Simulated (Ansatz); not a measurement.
The first iterations of a band of AlClFH3O2 (8 atoms, charge 0, multiplicity 1).

The calculation used Ansatz 0.2.0, RKS PBE0/def2-SVP.

* movable images: 7
* climbing image: yes
* spring: 5.0 eV/Å²
* optimiser: quadratic models (default)
* start path: straight line
* force threshold: 0.03 eV/Å
* iteration limit: 60
* end points: relaxed

Image 0:

```xyz
8
Properties=species:S:1:pos:R:3
Al 0.124 0.177 -0.154
Cl 1.900 -1.027 0.182
O -0.411 0.197 -1.760
O -0.212 1.443 0.922
H 0.051 -1.906 0.654
F -0.789 -1.447 0.584
H -0.935 0.899 -2.146
H 0.271 1.663 1.718
```

Image 8:

```xyz
8
Properties=species:S:1:pos:R:3
Al -0.272 0.358 -0.032
Cl 1.635 -1.463 -0.003
O -0.440 0.781 -1.659
O 0.253 1.541 1.054
H 0.489 -1.939 0.416
F -1.100 -1.004 0.558
H -0.878 0.270 -2.338
H 0.313 1.455 2.004
```

| iteration | highest image above the first end (eV) | largest band force component (eV/Å) |
| --- | --- | --- |
| 1 | 4.384 | 29.115 |
| 2 | 0.409 | 2.366 |
| 3 | 0.341 | 1.550 |
| 4 | 0.298 | 1.110 |
| 5 | 0.296 | 0.777 |
| 6 | 0.291 | 0.255 |
| 7 | 0.294 | 0.233 |
| 8 | 0.291 | 0.164 |
| 9 | 0.285 | 0.168 |
| 10 | 0.280 | 0.117 |

Q: Does the band converge within its limit, and where does its top end?

A: The run converged. It ended after 31 iterations with the highest image 0.218 eV above the first end. The profile has 2 maxima (images 5, 7) with wells between them (image 6): this band takes more than one step, which may be the mechanism or a detour left from its start path. A structure lower than the last end lies on the path between it and the top, so the climb from that side starts below the end, which may itself be a saddle point or a shallow side well. The order of the stationary point at the top wasn't checked. The orbitals stay closed-shell, which can raise the energy where a bond breaks towards radicals; this wasn't checked here.

The run took 7.8 min on 2 threads of Arm Neoverse V1 (shared host), peak memory 0.19 GiB.
